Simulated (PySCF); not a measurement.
## Spin–spin coupling constants

Geometry (Å), atoms numbered from 1 in this order:
```xyz
15

N     2.021    0.672    0.737
C     1.021    0.368   -0.273
C     0.394   -1.004   -0.203
C    -0.939   -1.159   -0.210
C    -1.846    0.037   -0.324
Ge   -0.578    1.539   -0.164
H     1.631    0.538    1.669
H     2.810    0.030    0.665
H     1.487    0.516   -1.264
H     1.057   -1.877   -0.131
H    -1.381   -2.161   -0.144
H    -2.363    0.058   -1.298
H    -2.634    0.034    0.446
H    -0.661    2.234    1.210
H    -0.691    2.591   -1.282
```

Indirect spin–spin couplings were computed at B3LYP/pcJ-1 (pcSseg-1 on Ge) (spin–dipole term only in couplings to heteroatoms) (PySCF 2.14.0 with density-fitted response routines) on a PBE0-D3(BJ)/def2-SVP structure, for the isolated molecule, without vibrational or relativistic corrections. Couplings are averaged over pairs made equivalent by symmetry, fast rotation or ring inversion, so a value needn't be that of the named pair in this geometry, while other rotamers aren't included; one pair stands for each set, and the list holds a selection of those of at least 0.8 Hz over up to four bonds.

Isotopes: 13C, 1H, 15N.

```json
{"pair": "N1, C2", "bonds": "1", "J (Hz)": "-2.3"}
{"pair": "N1, H7", "bonds": "1", "J (Hz)": "?"}
{"pair": "C2, C3", "bonds": "1", "J (Hz)": "39.9"}
{"pair": "C2, H9", "bonds": "1", "J (Hz)": "?"}
{"pair": "C3, C4", "bonds": "1", "J (Hz)": "76.1"}
{"pair": "C3, H10", "bonds": "1", "J (Hz)": "163.2"}
{"pair": "C4, C5", "bonds": "1", "J (Hz)": "40.5"}
{"pair": "C4, H11", "bonds": "1", "J (Hz)": "166.2"}
{"pair": "C5, H12", "bonds": "1", "J (Hz)": "139.3"}
{"pair": "C5, H13", "bonds": "1", "J (Hz)": "140.2"}
{"pair": "C2, H7", "bonds": "2", "J (Hz)": "?"}
{"pair": "C2, H10", "bonds": "2", "J (Hz)": "5.2"}
{"pair": "C3, H9", "bonds": "2", "J (Hz)": "-4.1"}
{"pair": "C4, H12", "bonds": "2", "J (Hz)": "?"}
{"pair": "C4, H13", "bonds": "2", "J (Hz)": "-6.1"}
{"pair": "C5, H15", "bonds": "2", "J (Hz)": "8.9"}
{"pair": "N1, H15", "bonds": "3", "J (Hz)": "?"}
{"pair": "C2, H11", "bonds": "3", "J (Hz)": "10.2"}
{"pair": "C2, H12", "bonds": "3", "J (Hz)": "?"}
{"pair": "C3, H12", "bonds": "3", "J (Hz)": "?"}
{"pair": "C4, H14", "bonds": "3", "J (Hz)": "1.4"}
{"pair": "C4, H15", "bonds": "3", "J (Hz)": "3.4"}
{"pair": "C5, H10", "bonds": "3", "J (Hz)": "10.9"}
{"pair": "H9, H10", "bonds": "3", "J (Hz)": "3.3"}
{"pair": "H11, H12", "bonds": "3", "J (Hz)": "?"}
{"pair": "H10, H12", "bonds": "4", "J (Hz)": "-3.6"}
```

**Question.** Estimate the withheld couplings, with signs.

**Answer.** 
- 1J(N1,H7) = -65.0 Hz (bond length 1.019 Å)
- 1J(C2,H9) = 145.6 Hz (bond length 1.105 Å, sp3 carbon)
- 2J(C2,H7) = -2.4 Hz (angle at N1 110°)
- 2J(C4,H12) = -7.7 Hz (angle at C5 111°)
- 3J(N1,H15) = -1.6 Hz (dihedral angle 107°)
- 3J(C2,H12) = -1.4 Hz (dihedral angle 110°)
- 3J(C3,H12) = 7.2 Hz (dihedral angle 111°)
- 3J(H11,H12) = 3.6 Hz (dihedral angle 69°)

Relativistic effects of the heavier atoms present are left out.
